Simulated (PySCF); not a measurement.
H6Ge2, charge +1, doublet, geometry from GFN2-xTB of the parent state (a state made from the parent by changing its charge; the spin is typed, not shown lowest); SVWN5/def2-SV(P) (PySCF).

The PySCF input:
```python
from pyscf import gto, scf, dft

mol = gto.M(
    atom='''
Ge   -1.175476    0.120314   -0.016162
Ge    1.175476   -0.120314    0.016162
H    -1.839104   -0.708925   -1.072555
H    -1.621221    1.527222   -0.272930
H    -1.827153   -0.277103    1.272784
H     1.624809   -1.459762    0.514146
H     1.859378    0.882947    0.893518
H     1.803292    0.035622   -1.334963
''',
    basis='def2-sv(p)',
    charge=1,
    spin=1,
    verbose=3,
)

mf = dft.UKS(mol)
mf.xc = 'lda,vwn'
mf.kernel()
```

Output, abridged:

```
SCF not converged.
SCF energy = -4150.3049499065 after 50 cycles  <S^2> = 0.75050262  2S+1 = 2.0005026
```

Convergence was not reached.
